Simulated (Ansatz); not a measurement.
A nudged elastic band was laid between two geometries of CH6NOSb (10 atoms, charge 0, multiplicity 1).

Method: Ansatz, RKS B3LYP-D4/def2-SVP.

```
movable images  : 7
climbing image  : yes
spring          : 5.0 eV/Å²
optimiser       : quadratic models (default)
start path      : through a guess of the saddle point
force threshold : 0.05 eV/Å
iteration limit : 60
end points      : relaxed
```

Initial state:

```xyz
10
Properties=species:S:1:pos:R:3
N -1.565 1.142 0.018
Sb 0.424 1.193 -0.582
C 0.789 -0.899 -0.010
O 0.672 -1.665 -1.189
H -1.685 1.262 1.024
H -2.103 1.879 -0.439
H 1.103 1.760 0.919
H 0.021 -1.145 0.747
H 1.789 -0.977 0.463
H 0.638 -2.601 -0.948
```

Final state:

```xyz
10
Properties=species:S:1:pos:R:3
N -1.442 1.551 0.062
Sb 0.555 1.315 -0.449
C 0.804 -0.834 0.020
O 0.294 -1.532 -1.098
H -1.721 0.964 0.849
H -2.036 1.293 -0.728
H 1.101 1.758 1.134
H 0.253 -1.053 0.956
H 1.880 -1.031 0.205
H 0.395 -2.482 -0.948
```

Q: What changes between the two ends?

A: No bond is made or broken. The height of N1 over the plane of its neighbours goes from 0.39 to -0.40 Å.

Q: Give the energies along the band, and the barrier.

A: It converged. The highest image is number 5 of 0 to 8, 1.6 kcal/mol above the first end and 2.0 kcal/mol above the last; the last end lies 0.3 kcal/mol below the first. A vibrational analysis at the climbing image gives one clearly imaginary mode, 433i cm⁻¹: a first-order saddle point.

```csv
image,path coordinate (Å),energy (kcal/mol),height of N1 over the plane of its neighbours (Å)
0,0.00,0.0,0.39
1,0.12,0.0,0.39
2,0.24,0.1,0.38
3,0.37,0.5,0.28
4,0.49,1.3,0.15
5,0.61,1.6,0.01
6,0.91,0.1,-0.31
7,1.22,-0.3,-0.39
8,1.52,-0.3,-0.40
```

Q: What is the geometry of the highest image?

A: 
```xyz
10
Properties=species:S:1:pos:R:3:forces:R:3
N -1.470 1.365 0.054 0.00 -0.01 0.01
Sb 0.470 1.230 -0.533 0.00 0.01 0.01
C 0.811 -0.886 0.000 0.00 0.01 -0.01
O 0.554 -1.638 -1.166 -0.01 -0.03 0.00
H -1.813 1.158 0.984 0.00 0.00 -0.01
H -2.184 1.687 -0.587 0.01 0.00 -0.01
H 1.143 1.728 0.991 0.00 0.01 0.00
H 0.123 -1.124 0.834 -0.01 0.00 0.01
H 1.852 -0.994 0.370 -0.01 0.01 0.00
H 0.597 -2.578 -0.944 0.00 0.01 -0.01
```

Q: What are the harmonic wavenumbers there?

A: 433i, 60, 173, 196, 244, 269, 487, 599, 620, 687, 739, 822, 1079, 1151, 1216, 1317, 1479, 1501, 1858, 2963, 3026, 3584, 3709, 3786 cm⁻¹.

The run took 2.1 min on 2 threads of Intel(R) Xeon(R) 6975P-C (Granite Rapids), on a shared host, peak memory 0.23 GiB.
